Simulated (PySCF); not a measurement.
C2H7ClSSi. Atoms are numbered in the order given.

```xyz
12

C     -1.3931     0.1769    -1.5573
Si    -0.3546     0.0383     0.0000
C     -1.3931     0.1769     1.5573
S      0.8520    -1.7626     0.0000
Cl     1.0558     1.5823     0.0000
H     -2.1287    -0.6525    -1.6082
H     -0.7503     0.1283    -2.4577
H     -1.9495     1.1365    -1.5683
H     -0.7503     0.1283     2.4577
H     -1.9495     1.1365     1.5683
H     -2.1287    -0.6525     1.6082
H     -0.2401    -2.5808     0.0000
```

Geometry: PBE-D3(BJ)/def2-SVP. One conformer was computed; it need not be the lowest.

All values below come from PBE-D3(BJ)/def2-SVP (PySCF).

Frequencies are harmonic and unscaled.

| mode | ν (cm⁻¹) | IR (km/mol) | moving atoms (share of kinetic energy) |
|---|---|---|---|
| 1 | 102 | 12.7 | H 80 %, C 16 % |
| 2 | 143 | 1.3 | S 33 %, Cl 32 %, C 19 %, H 12 % |
| 3 | 155 | 0.1 | H 94 % |
| 4 | 167 | 0.0 | H 97 % |
| 5 | 172 | 5.1 | H 48 %, C 24 %, S 17 %, Cl 12 % |
| 6 | 201 | 2.0 | H 32 %, C 32 %, Cl 19 %, Si 11 % |
| 7 | 209 | 2.2 | C 32 %, H 30 %, S 20 %, Si 12 % |
| 8 | 219 | 8.6 | C 31 %, Si 29 %, H 19 %, Cl 12 %, S 10 % |
| 9 | 442 | 18.5 | S 31 %, C 20 %, Cl 19 %, Si 19 %, H 11 % |
| 10 | 527 | 75.7 | Si 49 %, Cl 28 %, S 12 %, H 9 % |
| 11 | 650 | 26.6 | H 46 %, C 37 %, Si 16 % |
| 12 | 672 | 1.4 | H 62 %, C 31 % |
| 13 | 711 | 27.3 | H 67 %, Si 13 %, C 13 % |
| 14 | 720 | 0.1 | H 79 %, C 20 % |
| 15 | 773 | 83.8 | Si 38 %, H 35 %, C 27 % |
| 16 | 812 | 117.4 | H 65 %, C 20 %, Si 14 % |
| 17 | 836 | 91.1 | H 63 %, C 22 %, Si 14 % |
| 18 | 1213 | 32.9 | H 77 %, C 23 % |
| 19 | 1218 | 13.9 | H 79 %, C 21 % |
| 20 | 1369 | 2.3 | H 96 % |
| 21 | 1371 | 0.5 | H 95 % |
| 22 | 1377 | 3.6 | H 96 % |
| 23 | 1385 | 7.2 | H 96 % |
| 24 | 2602 | 2.2 | H 97 % |
| 25 | 2974 | 0.3 | H 97 % |
| 26 | 2975 | 2.6 | H 97 % |
| 27 | 3071 | 0.0 | H 91 %, C 9 % |
| 28 | 3073 | 5.3 | H 91 %, C 9 % |
| 29 | 3092 | 1.4 | H 91 %, C 9 % |
| 30 | 3092 | 0.1 | H 91 %, C 9 % |
